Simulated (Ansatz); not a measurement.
Cl₃HSi, SMILES Cl[SiH](Cl)Cl (connectivity only; charge and spin as stated), charge -1, multiplicity 2.

Coordinates come from a r2SCAN-D4/def2-SVPD optimisation. The spin state was assumed, not searched. The isomer is the one that the SMILES or the coordinates give; other isomers of the formula were not compared.

Two levels are set side by side: PBE/def2-SVPD (Ansatz, a quantum-chemistry and plane-wave program) and PBE0/def2-SVPD (Ansatz). Energy differences of separate SCF runs at the same geometry; the states with an electron removed or added have multiplicity 1. Differences are taken from unrounded values.

```
quantity                         PBE0   PBE  PBE minus PBE0
-------------------------------  ----  ----  --------------
vertical ionisation energy (eV)  3.05  2.84           -0.21
```
